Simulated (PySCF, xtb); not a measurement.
C4H9FSi, SMILES CC[SiH2]/C=C\F.

GFN2-xTB (xtb 6.7.1) at its own geometry gives an orbital gap of 4.14 eV and a dipole moment of 2.00 D.

The structure is a stationary point at PBE0-D3(BJ)/def2-SVP. The structure was generated by enumeration; whether it is a known compound was not checked. The values are those of a single conformer.

Task: What does PBE/def2-TZVP (PySCF) give? (The exact figures need the calculation; the answer reports its results.)

Result: gap 5.09 eV (levels -6.40 and -1.30 eV), dipole 1.80 D.
